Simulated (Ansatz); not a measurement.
Mulliken charges of C2H5IO (`COCI`) from ωB97M-V/def2-TZVPP in Ansatz (PBE0-D4/def2-TZVP geometry).

| atom | x (Å) | y (Å) | z (Å) | charge (e) |
| --- | --- | --- | --- | --- |
| C1 | 0.431 | 0.548 | -0.997 | -0.175 |
| O2 | 0.547 | 0.531 | 0.409 | -0.252 |
| C3 | -0.082 | -0.502 | 1.018 | -0.174 |
| I4 | -2.286 | -0.331 | 1.018 | -0.133 |
| H5 | 0.775 | -0.398 | -1.429 | 0.113 |
| H6 | 1.055 | 1.364 | -1.356 | 0.133 |
| H7 | -0.610 | 0.721 | -1.291 | 0.127 |
| H8 | 0.173 | -0.510 | 2.072 | 0.191 |
| H9 | 0.086 | -1.469 | 0.538 | 0.170 |

By hand: the dipole of these point charges (1 e Å = 4.8032 D).

Σ q r = (0.303, -0.217, -0.260) e Å, of length 0.454 e Å = 2.18 D.

How does the dipole of the full density compare? (Best estimate.)

Ansatz gave: (0.378, -0.125, -0.239) e Å, 2.23 D; the point charges give 0.98 times that, at 15° from its direction.

Point charges leave out the atoms' own dipoles, such as those of lone pairs, and Mulliken's split depends on the basis, so the close match here is no proof of good charges.
